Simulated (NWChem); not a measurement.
System: BaCl, doublet; SMILES [Cl][Ba]

```xyz
2

Ba     0.0000     0.0000    -0.6929
Cl     0.0000     0.0000     2.0362
```
Atoms are numbered in this order, from 1.

Geometry: optimised at PBE0/def2-SVP, spin-unrestricted. The spin multiplicity was typed, not searched, and may not be the lowest. No stability test was run on the SCF state. def2 effective core potentials on Ba; no spin-orbit coupling.

### Question
List the 6 lowest vertical excitations from B3LYP/def2-SVPD with def2 effective core potentials on Ba, spin-unrestricted, TDA (NWChem).

### Answer
```tsv
state	energy (eV)	oscillator strength	<S²>
state 1	1.05	0.000	0.75
state 2	1.05	0.000	0.75
state 3	1.38	0.099	0.75
state 4	1.38	0.099	0.75
state 5	1.56	0.122	0.75
state 6	2.44	0.280	0.75
```
